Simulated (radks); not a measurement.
Question: The mean radii <r> (bohr) of the occupied orbitals of an atom or ion are listed with their occupations. Calculated with a radial shooting solver on a logarithmic mesh with Libxc functionals: non-relativistic Kohn-Sham, PBE, spin-polarised, spherical densities, point nucleus.

orbital  occ.      <r>
1s up       1  0.04638
1s down     1  0.04638
2s up       1   0.2067
2s down     1   0.2066
2p up       3   0.1788
2p down     3   0.1787
3s up       1   0.6017
3s down     1   0.6024
3p up       3   0.6102
3p down     3   0.6112
3d up       5   0.6309
3d down     4   0.6335

Name the element and its charge. Open shells, if any, are filled with parallel spins first.

Answer: Z = 33, arsenic, charge +6: As6+ in [Ar] 3d9. The 1s radius gives Z: for a bare nucleus <r> = 1.5/Z, 0.04545 bohr for Z = 33, and screening makes it slightly larger (0.04638 here). The occupations add up to 27, and the charge is Z minus that.
